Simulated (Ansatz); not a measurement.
`NB(N)F` + `CC1C[SiH2]1` → `CB(N)N` + `FC1C[SiH2]1`  (redistribution)

Gas-phase electronic energies from Ansatz, PBE0-D4/def2-TZVP geometries. CCSD(T)/CBS adds triple-zeta CCSD(T) − MP2 to the extrapolated MP2 energy (def2 sets, frozen cores). DFT in def2-TZVPP. B3LYP here is the variant with VWN-RPA as its local correlation; programs differ in this. Each species was taken in one conformer, which may not be the lowest.

CCSD(T)/CBS gives +46.6 kcal/mol.

(1) Another level gave +47.2 kcal/mol. Which?
A. HF/def2-TZVPP
B. PBE-D4/def2-TZVPP
C. B3LYP/def2-TZVPP
D. CCSD/def2-TZVPP

Largest T1 diagnostic among the species: 0.012.

Results:

(1) D. CCSD/def2-TZVPP 47.2, PBE-D4 42.5, HF/def2-TZVPP 48.5, B3LYP 44.1 kcal/mol.

From BLYP to BHLYP (50 % exact exchange), in def2-TZVPP and without D4, ΔE moves by +4.3 kcal/mol. At CCSD(T), def2-SVP lies +2.4 kcal/mol from the extrapolated value and def2-TZVPP +0.3 kcal/mol.
